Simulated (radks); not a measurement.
The numbers below are computed, except where a source is named.
Valence configurations of the cerium ion Ce3+ (all share [Xe]). Level of theory: scalar-relativistic Kohn-Sham, LDA (Slater exchange, Perdew-Wang correlation), spin-unpolarised, spherical densities, point nucleus (a radial shooting solver on a logarithmic mesh with Libxc functionals). Energies are relative to 4f1; eigenvalues in eV.

valence  E (eV)    e(4f)    e(5d)    e(6p)    e(6s)
4f1       0.000  -28.986        -        -        -
5d1       7.579        -  -25.640        -        -
6s1      11.658        -        -        -  -23.306
6p1      16.614        -        -  -18.878        -

NIST lists [Xe] 4f1 as the ground configuration; this level of theory agrees among the configurations tried. The energies are those of spherical spin-averaged densities, not of single terms.
